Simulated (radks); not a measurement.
Spherical jellium clusters: N electrons in a uniform positive sphere of charge N and radius rs N^(1/3), rs = 5.22 bohr. Method: non-relativistic Kohn-Sham, LDA (Slater exchange, Perdew-Wang correlation), spin-polarised, spherical densities; computed with a radial shooting solver with Libxc functionals. Levels are named by radial order and angular momentum (1s, 1p, 1d, 2s, ...), and open shells are averaged over m. Each electron was tried in the lowest free levels, single moves between levels near the top were tried too, and the lowest total energy was kept; such a search can miss a lower state. Energies include the self-energy of the background; IP and EA are vertical (highest electron removed, lowest free level filled), at fixed background; spill-out counts the electrons outside the background radius R, and alpha is the static dipole polarisability from linear response (closed shells only). A dash means not computed or, for alpha, an open shell; in EA it means that no bound solution was reached, which is typical of self-interaction and does not show that the anion is unstable. Real open-shell clusters deform, which this model forbids.

N        open shells  2S  E(N+1) + E(N-1) - 2E(N) (eV)  EA (eV)  -e(HOMO) (eV)  spill-out (e)  alpha/R^3
1   1s(up 1, down 0)   1                             -        -          2.530           0.30          -
2               none   0                         0.701        -          2.588           0.44      1.442
3   1p(up 1, down 0)   1                        -0.469        -          1.912           0.68          -
4   1p(up 2, down 0)   2                        -0.302        -          2.272           0.82          -
5   1p(up 3, down 0)   3                         0.248        -          2.496           0.91          -
6   1p(up 3, down 1)   2                        -0.249    1.142          2.280           1.03          -
7   1p(up 3, down 2)   1                        -0.176    1.356          2.481           1.13          -
8               none   0                         0.741        -          2.623           1.21      1.309
9   1d(up 1, down 0)   1                        -0.182        -          1.926           1.35          -
10  1d(up 2, down 0)   2                        -0.151    1.091          2.097           1.46          -
11  1d(up 3, down 0)   3                        -0.126    1.240          2.233           1.55          -
12  1d(up 4, down 0)   4                        -0.107    1.365          2.345           1.63          -
13  1d(up 5, down 0)   5                         0.256    1.137          2.438           1.70          -
14  1d(up 5, down 1)   4                        -0.118    1.276          2.201           1.79          -
15  1d(up 5, down 2)   3                        -0.100    1.394          2.309           1.88          -
16  1d(up 5, down 3)   2                        -0.086    1.495          2.400           1.95          -
17  1d(up 5, down 4)   1                        -0.075    1.583          2.478           2.02          -
18              none   0                         0.157    1.455          2.545           2.08      1.237
19  2s(up 1, down 0)   1                         0.183    1.314          2.384           2.22          -
20              none   0                         0.147    1.179          2.228           2.39      1.258
21  1f(up 1, down 0)   1                        -0.080    1.268          2.099           2.46          -
22  1f(up 2, down 0)   2                             -    1.349          2.172           2.53          -

All shells are closed at N = 2, 8, 18, 20 (there: 1s2 1p6 1d10 2s2); the second difference of the energy has clear peaks (12 % above both neighbours; the first and last values, which can be the largest, are not judged, and half-filled shells can peak too) at N = 5, 8, 13, 19.
